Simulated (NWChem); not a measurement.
A series in which one site is exchanged, each optimised at PBE0/def2-SVP with NWChem, gas phase unless a solvent is named. All stand in one matching conformer (torsions within 35°), which need not be the lowest. For some, no frequency run checked for a minimum. def2 effective core potentials on Cd, Te; no spin-orbit coupling.

A: C[O][BeH] (CH$_{4}$BeO; site = Be)
B: C[O][CdH] (CH₄CdO; site = Cd)
C: CO[TeH] (CH4OTe; site = Te)
D: [O](C)[ZnH] (CH$_{4}$OZn; site = Zn)

```csv
quantity,A,B,C,D
"dipole (D), PBE0/def2-SVP",1.79,1.30,1.46,?
"orbital gap (eV), PBE0/def2-SVP",9.09,6.29,4.62,?
"vertical ionisation energy, ΔSCF, PBE0/def2-SVP (eV)",10.99,9.29,8.61,?
"static polarisability, PBE0/def2-SVPD (bohr³)",35.2,49.6,60.6,?
"lowest singlet excitation, PBE0/def2-SVPD, TDA (eV)",7.32,4.99,3.03,?
```

**Question.** Complete the blanks.

**Answer.** 
- dipole (D), PBE0/def2-SVP, D: 1.19
- orbital gap (eV), PBE0/def2-SVP, D: 7.11
- vertical ionisation energy, ΔSCF, PBE0/def2-SVP (eV), D: 9.42
- static polarisability, PBE0/def2-SVPD (bohr³), D: 42.7
- lowest singlet excitation, PBE0/def2-SVPD, TDA (eV), D: 5.40
